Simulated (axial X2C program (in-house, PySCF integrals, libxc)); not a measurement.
Curves of HReH from open-shell CI on d5 s0 p(π)0

Computed with an in-house all-electron X2C program for linear molecules (integrals from PySCF): two-component X2C with atomic mean-field Coulomb and Gaunt terms, basis H dyall-v3z, Re dyall-v3z (cores contracted in-house). Orbitals come from Hartree–Fock averaged over the configuration Re d5 s0 p(π)0; CI then distributes these electrons over the d, s, p(π) shells of Re.

Scan along the symmetric stretch (R is each bond); masses H 1.008 u, Re 186.956 u, H 1.008 u. Energies in cm⁻¹ from the lowest point; levels are followed by energy order within each Ω. Lowest level at 1.786 Å: 100% d5.

```tsv
R (Å)	(1)Ω=1/2	(1)Ω=3/2	(1)Ω=5/2	(2)Ω=1/2	(2)Ω=3/2
1.661	2132	2187	2263	18185	18794
1.723	528	579	647	16697	17277
1.786	0	47	108	16284	16835
1.857	441	485	538	16855	17375
1.929	1746	1785	1832	18291	18781
2.009	3940	3976	4016	20631	21091
2.107	7376	7407	7439	24243	24674
```

Task: Fit the curves (1)Ω=1/2, (1)Ω=3/2, (1)Ω=5/2, (2)Ω=1/2, (2)Ω=3/2 near their minima.

Result: From the open-shell CI curves, Te from the lowest:

```tsv
level	Te (cm⁻¹)	Re (Å)	ωe (cm⁻¹)
(1)Ω=1/2	0	1.790	1899.8
(1)Ω=3/2	47	1.790	1899.1
(1)Ω=5/2	107	1.791	1897.9
(2)Ω=1/2	16284	1.782	1930.2
(2)Ω=3/2	16837	1.784	1923.8
```

Without dynamic correlation distances can be off by several hundredths of an Å (long for ionic bonds, short for multiple bonds) and the wavenumbers are rough.

The 5 lowest curves are shown; the next is (2)Ω=5/2, from 16947 cm⁻¹.

There is no dynamic correlation: spin–orbit spacings and, for f shells, spacings inside one term are the most reliable numbers, splittings between terms come out too wide, and energies between configurations are not reliable, so the lowest level need not be the ground state of the molecule. For d shells the ligand-field splittings (σ, π, δ) and their order can be off by a thousand cm⁻¹ or more. At most 4 roots were kept for each Ω > 0 (twice that for Ω = 0) within 3.2 eV of the lowest, so higher up levels can be missing between those listed; levels with Ω > 0 are doubly degenerate and listed once, Ω = 0 levels singly. Some active spinors are only partly of the character that their shell is named for, so the shell names and counts are nominal. States that fill the shells left empty in the average are placed too high. The molecule was held linear; bending was not examined.
